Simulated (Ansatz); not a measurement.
A structure relaxed at r2SCAN-D4/def2-SVPD in Ansatz, charge -1, doublet:

```xyz
5

Au    0.4810    0.0403   -1.5572
Au    1.4677    0.0173   -3.9529
Si    0.2892   -0.4600    2.7328
Si   -0.4313    0.0773    0.5361
Si   -1.8065    0.3251    2.2412
```

Problem. Give its formula and point group.

Solution. the cluster Si₃Au₂⁻. Point group Cs (tolerance 0.1 Å).

Problem. Summarise the bond lengths by kind (pairs closer than 1.2 times the sum of covalent radii, bridged metal pairs left out).

Solution. 3 × Si–Si 2.20 to 2.37 Å; 1 × Au–Au 2.59 Å; 1 × Au–Si 2.28 Å.

In the def2 sets Au takes a core potential; there is no spin–orbit coupling. Another isomer (doublet) lies 0.29 eV lower at PBE0-D4/def2-TZVPD; other spin states weren't run for this one.
